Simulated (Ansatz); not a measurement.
Species: chloro(silyl)silane, Si₂H₅Cl (charge 0, singlet). SMILES: [SiH3][SiH2]Cl
Coordinates optimised at B3LYP-D3(BJ)/def2-TZVP (Ansatz, a program for electronic structure):
```xyz
8

Si    -1.8389    -0.3520     0.1356
Si     0.4719    -0.7234     0.0485
Cl     1.4291     1.1058    -0.1906
H     -2.2873     0.2871    -1.1232
H     -2.5446    -1.6459     0.3062
H     -2.1572     0.5330     1.2799
H      0.9808    -1.3367     1.2956
H      0.8513    -1.5815    -1.0961
```

Property: size of the dipole moment, in D. Set-up: 6-31G* and kin with 6d, 5d where marked; 6-311+G** with 5d, 6d on Na to Ar in Ansatz; dispersion terms only where a functional's name holds one; no spin-orbit coupling; LANL2DZ with its own core potentials from Na on; non-relativistic. First-principles rows: single points at B3LYP-D3(BJ) geometries (Ansatz).

```json
[
 {"level": "B3LYP/STO-3G", "program": "Ansatz", "size of the dipole moment (D)": "2.80"},
 {"level": "B3LYP/3-21G", "program": "Ansatz", "size of the dipole moment (D)": "2.49"},
 {"level": "B3LYP/LANL2DZ", "program": "Ansatz", "size of the dipole moment (D)": "2.48"},
 {"level": "B3LYP/6-31G", "program": "Ansatz", "size of the dipole moment (D)": "2.51"},
 {"level": "B3LYP/6-31G*", "program": "Ansatz", "size of the dipole moment (D)": "1.84"},
 {"level": "B3LYP/6-31+G*", "program": "Ansatz", "size of the dipole moment (D)": "1.85"},
 {"level": "B3LYP/6-31G**", "program": "Ansatz", "size of the dipole moment (D)": "1.85"},
 {"level": "B3LYP/def2-SVP", "program": "Ansatz", "size of the dipole moment (D)": "1.39"},
 {"level": "B3LYP/cc-pVDZ", "program": "Ansatz", "size of the dipole moment (D)": "1.53"},
 {"level": "B3LYP/6-311+G**", "program": "Ansatz", "size of the dipole moment (D)": "1.84"}
]
```

No value to compare with is used here. The 10 habitual levels span 1.39 (B3LYP/def2-SVP) to 2.80 D (B3LYP/STO-3G).

The sets are all those run for this method; left out are runs that failed, that the program found above a lower state of the same kind, or whose <S^2> lies over 0.5 above the pure value.
